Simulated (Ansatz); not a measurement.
```yaml
atoms:
  - { symbol: S, position_ang: [0.0025, 0.0070, 0.0067] }
  - { symbol: O, position_ang: [1.4512, 0.0009, -0.0021] }
  - { symbol: O, position_ang: [-0.7156, 1.2416, 0.0052] }
  - { symbol: O, position_ang: [-0.7111, -1.2458, 0.0006] }
```

Basis set: STO-3G (spherical functions). Left uncorrelated: 8 orbitals. Charge 0, multiplicity 1.

Computed with Ansatz (development build ahead of 0.2.0); each method stands on the lowest determinant of its kind that the runs found. Restricted open shells among the atoms or ions are ROHF, correlated in semicanonical orbitals with singles.

**Question.** Give the atomization energy at this shape (free ground-state atoms in the same class of orbitals less the molecule, no zero-point energy) of singlet SO₃ by RHF-MP2, RHF.

**Answer.**

| method | atomization energy |
| --- | --- |
| RHF-MP2 | -1.64 eV |
| RHF | -7.80 eV |

Caution: the molecule lies well above its atoms at this level; the shape is not the minimum.

This basis has no polarisation functions and is too small for such energies, which can lie far from measured ones in either direction.
